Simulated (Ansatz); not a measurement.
A search over several starts for the lowest SCF solution of the cluster KBi₂⁺ at the given spin, in a small basis.

```yaml
crystal:
  periodic: [false, false, false]
  atoms:
    - {symbol: K, position_ang: [0.970869, 1.903014, 0.094403]}
    - {symbol: Bi, position_ang: [0.559149, -1.438965, -0.797397]}
    - {symbol: Bi, position_ang: [-1.530018, -0.464049, 0.702994]}
basis:
  gaussian: {orbitals: def2-SVP}
total_charge: 1
hamiltonian: {xc: pbe0, dispersion: d4}
output: {orbitals: {seedname: orbitals}}
```

```sh
$ ansatz run in.yaml --threads 4 --pin off --events-out ev --progress --plain --max-ram 3916MiB
```

It prints (some lines left out):

```
Functional definition: PBE0
894 factors; integrals over basis functions are off by at most 3.0e-4 eV
mean field evaluation 1: about -27993.9839 eV, gradient 2.0e1 eV
mean field evaluation 2: about -27994.5362 eV, gradient 1.7e1 eV
mean field evaluation 4: about -27995.4201 eV, gradient 1.3e0 eV
mean field evaluation 8: about -27995.4586 eV, gradient 4.7e-2 eV
mean field evaluation 16: about -27995.4586 eV, gradient 1.8e-5 eV
mean field -27995.45857583 eV, -1028.8141266582 hartree, gradient 1.8e-5 eV, S^2 0.000000; 0 other end points of the search recorded, 0 dependent functions left out
reference -27995.45863482 eV, -1028.8141288263 hartree; 32, 32 occupied and 44, 44 virtual orbitals, 894 factors
Total energy: -27995.54297704 eV, -1028.8172283455 hartree
```

Run time 1.6 s (4 threads of Intel Xeon on a shared host).

In the def2 sets Bi takes a core potential; there is no spin–orbit coupling. The restricted singlet is unstable towards broken spin symmetry in Hartree–Fock (as tested in another run); at PBE0-D4/def2-SVP this wasn't settled. The structure comes from a short search, and lower isomers may exist.
